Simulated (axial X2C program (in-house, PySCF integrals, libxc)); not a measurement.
**Density and ELF of BeRu⁺**

All values were computed with an in-house relativistic program for diatomic molecules. Two-component (2c) means X2C with spin–orbit coupling and atomic mean-field two-electron Coulomb and Gaunt terms. Basis: Ru dyall-v3z [12s12p8d3f2g], Be dyall-v3z [8s8p3d1f] (cores contracted in-house); Gaussian nuclei, density fitting, unrestricted open shells. Masses: Ru 101.904 u, Be 9.012 u.

PBE0, two-component, state Ω = 3/2 (⟨Sz⟩ = 1.49, ⟨Lz⟩ = 0.01 at PBE0); Ru at z = 0, Be at z = 2.064 Å.

The maps cover the half plane through the axis: z from -2.4 to 4.2 Å along the bond, ρ from 0.15 to 2.25 Å away from it.

log10 of the density in e/bohr³:

```
 ρ\z  -2.4  -1.8  -1.2  -0.6   0.0   0.6   1.2   1.8   2.4   3.0   3.6   4.2
0.15  -3.8  -2.8  -1.6  -0.1   1.7  -0.2  -1.1  -0.3  -0.7  -2.2  -2.8  -3.6
0.45  -3.8  -2.8  -1.7  -0.4   0.2  -0.4  -1.2  -1.2  -1.6  -2.2  -2.9  -3.7
0.75  -3.9  -2.9  -1.9  -0.9  -0.5  -0.9  -1.3  -1.5  -1.9  -2.3  -3.0  -3.8
1.05  -4.0  -3.1  -2.2  -1.5  -1.2  -1.4  -1.6  -1.7  -2.0  -2.5  -3.2  -3.9
1.35  -4.2  -3.3  -2.5  -2.0  -1.8  -1.8  -1.9  -2.1  -2.3  -2.8  -3.4  -4.1
1.65  -4.4  -3.6  -2.9  -2.5  -2.3  -2.3  -2.3  -2.4  -2.7  -3.1  -3.7  -4.4
1.95  -4.6  -3.9  -3.3  -3.0  -2.8  -2.7  -2.7  -2.8  -3.0  -3.4  -4.0  -4.6
2.25  -4.9  -4.3  -3.8  -3.4  -3.2  -3.1  -3.1  -3.2  -3.4  -3.8  -4.3  -4.9
```

Electron localisation function (collinear form, no current term, damped to 0 at low density):

```
 ρ\z  -2.4  -1.8  -1.2  -0.6   0.0   0.6   1.2   1.8   2.4   3.0   3.6   4.2
0.15  0.00  0.01  0.09  0.70  0.62  0.64  0.48  0.81  0.88  0.32  0.69  0.06
0.45  0.00  0.01  0.12  0.71  0.47  0.65  0.58  0.04  0.01  0.63  0.68  0.04
0.75  0.00  0.02  0.15  0.52  0.60  0.47  0.67  0.65  0.28  0.86  0.62  0.02
1.05  0.00  0.02  0.14  0.31  0.28  0.33  0.69  0.93  0.91  0.90  0.45  0.01
1.35  0.00  0.02  0.11  0.20  0.15  0.29  0.67  0.91  0.93  0.83  0.20  0.00
1.65  0.00  0.01  0.07  0.12  0.11  0.26  0.60  0.85  0.86  0.58  0.04  0.00
1.95  0.00  0.00  0.03  0.07  0.07  0.20  0.45  0.70  0.61  0.17  0.01  0.00
2.25  0.00  0.00  0.01  0.02  0.04  0.11  0.23  0.32  0.16  0.02  0.00  0.00
```

Axial spin density in 10⁻³ e/bohr³:

```
 ρ\z  -2.4  -1.8  -1.2   -0.6    0.0    0.6   1.2   1.8  2.4  3.0  3.6  4.2
0.15   0.0   0.4   7.9  124.3  614.0  134.9  -0.6  -0.6  0.9  3.0  0.7  0.1
0.45   0.0   0.2   3.5   31.5  217.3   29.8  -3.9  -4.2  2.2  2.4  0.6  0.1
0.75   0.0   0.1   1.0   17.4  130.3   15.2  -3.4  -2.6  1.5  1.5  0.4  0.1
1.05   0.0   0.0   0.6   10.6   41.6   10.2  -1.1  -1.0  0.8  0.8  0.3  0.1
1.35   0.0   0.0   0.5    4.9   13.0    5.2   0.1  -0.2  0.4  0.4  0.1  0.0
1.65   0.0   0.0   0.3    2.0    4.3    2.3   0.4   0.1  0.2  0.2  0.1  0.0
1.95   0.0   0.0   0.2    0.8    1.5    1.0   0.3   0.1  0.1  0.1  0.0  0.0
2.25   0.0   0.0   0.1    0.3    0.5    0.4   0.1   0.1  0.1  0.0  0.0  0.0
```

One determinant describes the state; a PBE0 search over occupations chose it and may have missed a lower one. Density functionals use the spin component along the axis (collinear). With several unpaired electrons one determinant need not be a pure state. This is the top spin component of a Σ state; components of lower Ω are not single determinants and can lie lower.
